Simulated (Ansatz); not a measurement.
System: sum formula SiH2F, net charge 0, doublet state. It need not be the lowest isomer of its formula. 
Structure (B3LYP-D3(BJ)/def2-TZVP (Ansatz, a first-principles code) minimum search):
SMILES: F[SiH2]
```xyz
4

Si    -0.5385     0.0714     0.0610
F      1.0565     0.0226    -0.1590
H     -1.1564    -0.8876    -0.8929
H     -0.8130    -0.3159     1.4703
```
Charge 0, spin multiplicity 2.

Dipole moments at this geometry, in debye (magnitudes).

```tsv
level	program	dipole (D)
SVWN5/def2-TZVPD	Ansatz	1.18
PBE/def2-TZVPD	Ansatz	1.13
BLYP/def2-TZVPD	Ansatz	1.15
revPBE/def2-TZVPD	Ansatz	1.10
B97M-V/def2-TZVPD	Ansatz	1.12
PBE0/def2-TZVPD	Ansatz	1.25
r2SCANh/def2-TZVPD	Ansatz	1.21
CAM-B3LYP/def2-TZVPD	Ansatz	1.30
wB97M-V/def2-TZVPD	Ansatz	1.24
CCSD(T)/aug-cc-pV(D+d)Z	Ansatz	1.27
```
